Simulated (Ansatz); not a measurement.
# Which is lower?

The two ends of one reaction step of SiH2Cl2O, closed shell (PBE0-D4/def2-TZVP).

A:

```csv
atom,x (Å),y (Å),z (Å)
Si1,1.5959,-0.9192,0.5051
O2,0.2988,-0.5960,-0.4809
H3,-1.1511,0.6914,-0.3306
Cl4,-2.1738,1.4789,-0.3965
Cl5,1.1879,0.4735,1.9838
H6,0.2424,-1.1287,-1.2810
```

B:

Si1  (1.121, 0.685, 0.118)
O2  (0.034, -0.941, -0.624)
H3  (-0.340, -1.360, 0.167)
Cl4  (-0.446, 1.949, -0.618)
Cl5  (0.340, 0.204, 2.055)
H6  (-0.709, -0.537, -1.098)
(Å)

Program: Ansatz 0.2.0. Basis: def2-TZVPP. Cores are frozen in the correlated methods. B3LYP uses VWN-RPA correlation.

(1) Which structure is lower at CCSD(T), and by how much? (An estimate is asked for; the value comes from the calculation.)

T1 diagnostic: at most 0.013.

Answers

(1) The calculation gives: B, by 15.7 kJ/mol (electronic energy, against the other). By their contacts, A is a complex of SiHClO ([OH][Si][Cl]) + HCl and B is SiH₂Cl₂O ([OH2][Si]([Cl])[Cl]).

All methods give the same order:

```
      method  E(B) − E(A) (kJ/mol)
       SPW92                 -48.0
      PBE-D4                 -36.8
     BLYP-D4                 -22.6
   r2SCAN-D4                 -32.1
      B97M-V                 -26.0
     PBE0-D4                 -37.1
    B3LYP-D4                 -23.7
  r2SCAN0-D4                 -33.9
    BHLYP-D4                 -24.0
CAM-B3LYP-D4                 -19.8
     wB97X-V                 -27.1
     wB97M-V                 -31.4
      B2PLYP                 -18.0
    PBE-QIDH                 -31.4
  RPA on PBE                  -8.7
          HF                  -5.6
         MP2                 -22.2
        CCSD                 -12.9
     CCSD(T)                 -15.7
```

Labels in which every atom is bracketed show which atoms are joined, not bond orders.

For scale, one of the runs: CCSD(T)/def2-TZVPP, 185 basis functions, launched by `ansatz run in.yaml --threads 2 --pin off --events-out ev --progress --plain --max-ram 4352MiB`. The run took 46 s on 2 CPU threads of an Arm Neoverse V2 (shared host), with 1.7 GiB of host memory at its peak.
